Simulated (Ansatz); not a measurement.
Coupled-cluster diagnostics for Zn2Se, Ansatz.

Geometry of the singlet (PBE0-D4/def2-TZVP):

Cartesian coordinates in Å:
```
Zn 2.0000 -0.7750 0.9446
Zn -1.9953 0.7709 -0.9579
Se -0.0047 0.0041 0.0132
```

Correlated methods freeze 27 core orbitals; core or outer-core shells of Se are correlated, in sets that lack core-valence functions. At PBE0-D4/def2-TZVP a triplet of charge 0 lies 0.25 eV below the restricted singlet, each at its own geometry. The structure comes from a short search, and lower isomers may exist.

Question: Estimate the CCSD(T) correlation energy, the shares of MP2 and (T), T1 and the reference's ⟨S²⟩ for: charge 0, singlet, own geometry in def2-TZVPP; and the rough time on 4 threads of INTEL XEON PLATINUM 8581C on a shared host.

Answer: 
| state | basis | correlation (eV) | MP2 share (%) | (T) share (%) | T1 | ⟨S²⟩ (pure) | wall time | remarks |
| --- | --- | --- | --- | --- | --- | --- | --- | --- |
| charge 0, singlet, own geometry | def2-TZVPP | -33.504 | 103.8 | 3.9 | 0.016 | 0.00 (0.00) | 24 s | flagged by the program, restricted SCF unstable |
Customary marks for T1 are 0.02 (closed shells), 0.045 (open shells) and about 0.05 (3d metals). T1 stays under 0.02 throughout.
